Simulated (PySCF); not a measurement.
**Exercise with solution: chemical shift, span and skew from a shielding tensor**

H₄OSi, SMILES O[SiH3]. Atoms are numbered in the order given.

```xyz
6

Si    -0.0090     0.5330     0.0000
O      0.1123    -1.1153     0.0000
H     -0.7277     1.0286     1.2003
H     -0.7277     1.0286    -1.2003
H      1.3776     1.0383     0.0000
H     -0.6945    -1.6354     0.0000
```

Geometry optimised at B3LYP-D3(BJ)/def2-TZVP.

GIAO shieldings from PBE0/pcSseg-2 (PySCF), non-relativistic, no solvent. The symmetric part of the tensor of Si1 has the principal values 330.5, 337.9, 462.6 ppm. The same nucleus in TMS has σ = 341.9 ppm at this level (PySCF, at its B3LYP-D3(BJ)/def2-TZVP geometry).

Question: Work out the isotropic shielding, the ²⁹Si shift against TMS, the span and the skew.

Answer: 
σ(iso) = (σ11 + σ22 + σ33)/3 = 377.0 ppm. δ = σ(ref) − σ(iso) = 341.9 − (377.0) = -35.1 ppm.
Span Ω = σ33 − σ11 = 132.1 ppm. Skew κ = 3(σ(iso) − σ22)/Ω = 0.89. Tumbling in solution averages the tensor to δ; in a static solid the shielding alone would spread this spin-1/2 line over Ω.
